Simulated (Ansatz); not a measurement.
`BNC(C)F` → `BNC` + `[CH]F` at 500 K and 1 bar (formal loss of a carbene).

Calculated with Ansatz (gas phase, PBE0-D4/def2-TZVP geometries, no zero-point term in ΔE). CCSD(T)/CBS adds triple-zeta CCSD(T) − MP2 to the extrapolated MP2 energy (def2 sets, frozen cores). This one scheme is used for every species. One conformer a species, not always the lowest.

```tsv
species	CCSD(T)/CBS energy (Eh)	H − E (kJ/mol)	S (J/(mol·K))
`BNC(C)F`	-259.64176	299.1	377.3
`BNC`	-121.18426	231.8	309.7
`[CH]F`	-138.29972	50.0	241.9
```

H − E and S are ideal-gas, rigid-rotor, harmonic terms from PBE0-D4/def2-TZVP, for one conformer and one mirror image of each species. 1 Eh = 2625.50 kJ/mol, R = 8.31446 J/(mol·K).

Problem. By hand: ΔE, ΔH, ΔS and ΔG.

Solution. ΔE = (-121.18426) + (-138.29972) − (-259.64176) = 0.15778 Eh = 414.3 kJ/mol. Δ(H − E) = 231.8 + 50.0 − 299.1 = -17.3, so ΔH = 397.0 kJ/mol. ΔS = 309.7 + 241.9 − 377.3 = 174.3 J/(mol·K). ΔG = 397.0 − 500 × (174.3)/1000 = 309.9 kJ/mol.

Problem. By hand: the equilibrium constant, and the temperature at which ΔG would vanish if ΔH and ΔS stayed fixed.

Solution. log₁₀ K = −ΔG/(RT ln 10) = -32.4. ΔG = 0 at ΔH/ΔS = 2278 K.

The number of gas molecules changes by +1, which sets the sign of ΔS. A doubt of 5 kJ/mol in ΔE shifts log₁₀ K by 0.5 here. Other conformers and mirror images would add mixing entropy, several J/(mol·K) or more a flexible species. These are equilibria of isolated gas molecules and say nothing of rates. Largest T1 diagnostic: 0.018 (customary marks: 0.02 for closed shells, 0.045 for open ones).
